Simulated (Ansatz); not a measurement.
Geometry optimisation, RKS PBE0-D4/6-31G* (Ansatz 0.2.0).

Input file:

```yaml
crystal:
  periodic: [false, false, false]
  atoms:
    - { symbol: C, position_ang: [-0.9701, -1.2336, 0.7528] }
    - { symbol: C, position_ang: [-0.1678, -0.1762, 0.9268] }
    - { symbol: F, position_ang: [-0.0387, 0.2762, 2.1827] }
    - { symbol: Si, position_ang: [0.8926, 0.6778, -0.389] }
    - { symbol: O, position_ang: [0.4576, 0.1146, -1.9311] }
    - { symbol: F, position_ang: [0.4398, 2.2414, -0.3899] }
    - { symbol: H, position_ang: [-1.183, -1.6169, -0.2334] }
    - { symbol: H, position_ang: [-0.92729, -0.49961, 0.21498] }
    - { symbol: H, position_ang: [2.2783, 0.5326, -0.1143] }
    - { symbol: H, position_ang: [-0.1161, 0.7287, -2.3834] }
basis:
  gaussian: { orbitals: "6-31G*" }
hamiltonian:
  xc: pbe0
  dispersion: d4
relax:
  f_tol: 0.02
  max_steps: 50
```

Launched with:

```bash
$ ansatz run input.yaml --threads 2 --pin off --max-ram 3072MiB --backend cpu --events-out ev --progress --plain --runs-dir out
```

Problem. Where does it end, and by what steps?

Solution. It converged. After 30 steps the energy has fallen by 6.467 eV; H8 moved furthest, 1.54 Å. The start is strongly strained (largest force component 11 eV/Å), so its close contacts needn't be bonds. Parted: C2–H8 (1.09 → 2.11 Å).

| step | energy less start (eV) | largest force component (eV/Å) | accepted |
| --- | --- | --- | --- |
| 0 | 0.0000 | 10.839 | yes |
| 2 | -2.5219 | 0.979 | yes |
| 4 | -2.6204 | 0.244 | yes |
| 6 | -2.7476 | 0.872 | yes |
| 8 | -3.0848 | 1.196 | yes |
| 10 | -3.9582 | 3.692 | yes |
| 12 | -5.6492 | 1.739 | yes |
| 14 | -6.2462 | 1.068 | yes |
| 16 | -6.4223 | 0.305 | yes |
| 18 | -6.4498 | 0.130 | yes |
| 20 | -6.4529 | 0.353 | yes |
| 22 | -6.4611 | 0.146 | yes |
| 24 | -6.4633 | 0.097 | yes |
| 26 | -6.4659 | 0.092 | yes |
| 28 | -6.4671 | 0.071 | yes |
| 30 | -6.4673 | 0.009 | yes |

```xyz
10
Properties=species:S:1:pos:R:3
C -1.043 -0.967 0.462
C -0.205 0.027 0.745
F -0.189 0.559 1.988
Si 1.028 0.774 -0.449
O 0.720 0.224 -1.967
F 0.857 2.368 -0.348
H -1.043 -1.405 -0.530
H -1.729 -1.366 1.204
H 2.431 0.431 -0.146
H -0.160 0.399 -2.322
```

Run time: 110 s on 2 threads of Intel(R) Xeon(R) Platinum 8488C (Sapphire Rapids), with other jobs on the host, peak memory 0.24 GiB.
